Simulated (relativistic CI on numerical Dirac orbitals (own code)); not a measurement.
Method of calculation: Dirac-Coulomb-Breit CI, KLI orbitals optimised for each configuration, model QED (radiative potential, 1s self-energy scaled to tabulated hydrogen-like ionisation energies), unscaled Slater integrals (own radial code, finite nucleus).

Configuration list (outside the closed core [Ar] 3d10): 4s2.4p4, 4s.4p5, 4s2.4p3.4d, 4p6, 4s2.4p3.4f, 4s.4p4.4d, 4s.4p4.4f, 4p5.4d, 4s2.4p2.4d.4f, 4s.4p3.4d2, 4p5.4f, 4s.4p3.4f2, 4p4.4d.4f, 4s2.4p3.5s, 4p5.5s, 4s2.4p3.5p, 4s2.4p2.4f.5s, 4s.4p3.4d.5s, 4s.4p4.5s, 4s2.4p3.5d, 4s2.4p3.5f, 4s.4p4.5p, 4s2.4p3.5g, 4s.4p4.5d, 4p4.4f.5s, 4s.4p4.5f, 4s2.4p3.6s, 4s2.4p2.4d2, 4s2.4p.4d3, 4s2.4p.4d2.4f, 4s.4p2.4d3, 4s.4p2.4d2.4f, 4s2.4p.4d2.5s, 4s2.4p2.4f2, 4s2.4p.4d.4f2, 4s2.4p.4f3, 4s.4p2.4d.4f2, 4s.4p2.4f3, 4s2.4p.4f2.5s, 4s2.4p2.5s2, 4s2.4p.4d.5s2, 4s2.4p.4f.5s2, 4s.4p2.4d.5s2, 4s.4p2.4f.5s2. Double excitations out of closed p, d and f shells are left out; levels of such configurations are missing from the list, as are those of other unlisted configurations, and high levels can miss mixing partners. These lack a partner that the ground configuration has and come out too high: 4s2.4p3.5p, 4s.4p4.5s, 4s2.4p3.5d, 4s2.4p3.5f, 4s.4p4.5p.

At this charge energies of transitions that change n are usually good to better than 1 %, and those within a shell (Δn = 0) to a few per cent.

Outline of the computed level scheme of Pb XLIX. Lowest level of each configuration: 4s2.4p4 3P_2 at 0.000 eV; 4s2.4p3.4d 3D°_2 at 181.698 eV; 4s.4p5 3P°_2 at 285.736 eV; 4s2.4p2.4d2 3F_2 at 369.547 eV; 4s2.4p3.4f 3G_3 at 430.664 eV.

Some strong electric-dipole decays among the lowest 45 levels: 4s2.4p3.4d 3S°_1 → 4s2.4p4 3P_2 (3.9e+12 s⁻¹); 4s2.4p3.4d 3P°_2 → 4s2.4p4 3P_2 (3.5e+12 s⁻¹); 4s2.4p3.4d 3D°_1 → 4s2.4p4 1S_0 (3.4e+12 s⁻¹); 4s2.4p3.4d 3D°_3 → 4s2.4p4 3P_2 (3.1e+12 s⁻¹); 4s2.4p3.4d 1F°_3 → 4s2.4p4 1D_2 (1.0e+12 s⁻¹); 4s2.4p3.4d 3P°_2 → 4s2.4p4 3P_1 (8.5e+11 s⁻¹); 4s.4p5 1P°_1 → 4s2.4p4 3P_2 (8.0e+11 s⁻¹); 4s2.4p3.4d 3D°_3 → 4s2.4p4 3P_2 (7.6e+11 s⁻¹).

LS names give the leading component of a level, which can be under half, so a name can repeat, a term be missing and a line seem to break the LS rules.
